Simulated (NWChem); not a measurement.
System: GaAsH4; SMILES [GaH2][AsH2]

```xyz
6

Ga     0.0132    -1.2309     0.0000
As     0.0448     1.2015     0.0000
H     -1.0117     1.2647    -1.1181
H     -1.0117     1.2647     1.1181
H      0.0681    -2.0109     1.3781
H      0.0681    -2.0109    -1.3781
```
Atoms are numbered in this order, from 1.

All runs: NWChem. Pople sets run with spherical d functions. Coordinates come from a PBE-D3(BJ)/def2-SVP optimisation.

Q: Taking Hartree-Fock/6-311G** as the yardstick, which of these has the fewest basis functions while keeping “dipole (D)” within 0.05 D of it: Hartree-Fock/6-31G*; Hartree-Fock/3-21G; Hartree-Fock/STO-3G?

A: none of them.
```json
[
 {"level": "Hartree-Fock/STO-3G", "basis functions": "40", "dipole (D)": "0.66"},
 {"level": "Hartree-Fock/3-21G", "basis functions": "52", "dipole (D)": "1.10"},
 {"level": "Hartree-Fock/6-31G*", "basis functions": "72", "dipole (D)": "0.82"},
 {"level": "Hartree-Fock/6-311G**", "basis functions": "112", "dipole (D)": "0.73"}
]
```

The yardstick is one finite set, not the basis-set limit.
